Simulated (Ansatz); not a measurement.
All values below come from frozen-core CCSD(T)/def2-TZVPP // PBE0-D3(BJ)/def2-TZVP (Ansatz, a first-principles code).

Ansatz 0.2 input:
```yaml
crystal:
  periodic: [false, false, false]
  atoms:
    - { symbol: S, position_ang: [-1.600679, 0.105557, 0.230925] }
    - { symbol: B, position_ang: [0.111868, 0.575311, 0.038213] }
    - { symbol: S, position_ang: [1.529614, -0.47082, -0.255452] }
    - { symbol: I, position_ang: [0.518649, 2.668394, 0.175861] }
    - { symbol: H, position_ang: [-1.450564, -1.223636, 0.087139] }
    - { symbol: H, position_ang: [0.891112, -1.654806, -0.276685] }
basis:
  gaussian: { orbitals: def2-TZVPP }
correlation:
  method: ccsd_t
```

Output:

```
Functional definition: HF
1311 factors; integrals over basis functions are off by at most 1.7e-3 eV
mean field evaluation 1: about -30412.1536 eV, gradient 1.8e1 eV
mean field evaluation 2: about -30412.3302 eV, gradient 1.8e1 eV
mean field evaluation 4: about -30413.8413 eV, gradient 3.7e0 eV
mean field evaluation 8: about -30413.8947 eV, gradient 3.3e-1 eV
mean field evaluation 16: about -30413.4448 eV, gradient 8.3e0 eV
mean field -30413.89526867 eV, -1117.6900358452 hartree, gradient 8.1e-6 eV, S^2 0.000000; 0 other end points of the search recorded, 0 dependent functions left out
15 core orbitals not correlated
reference -30413.89526867 eV, -1117.6900358452 hartree; 17, 17 occupied and 161, 161 virtual orbitals, 1311 factors
second order -25.93472119 eV of doubles, -0.00000000 eV of singles
cycle   1  -25.31393670 eV  change    6.2e-1 eV  update   1.1e-1
cycle   2  -25.97541444 eV  change   -6.6e-1 eV  update   3.2e-2
cycle   3  -26.08068282 eV  change   -1.1e-1 eV  update   1.6e-2
cycle   4  -26.05385248 eV  change    2.7e-2 eV  update   4.5e-3
cycle   5  -26.05335491 eV  change    5.0e-4 eV  update   2.2e-3
cycle   6  -26.05389741 eV  change   -5.4e-4 eV  update   6.2e-4
cycle   7  -26.05330136 eV  change    6.0e-4 eV  update   2.0e-4
cycle   8  -26.05328413 eV  change    1.7e-5 eV  update   6.6e-5
cycle   9  -26.05334886 eV  change   -6.5e-5 eV  update   2.0e-5
cycle  10  -26.05334137 eV  change    7.5e-6 eV  update   8.7e-6
perturbative correction -0.98095866 eV, -0.0360495659 hartree
Total energy: -30440.92956871 eV, -1118.6835280468 hartree
```

Cost: around 3 core-minutes (rough).
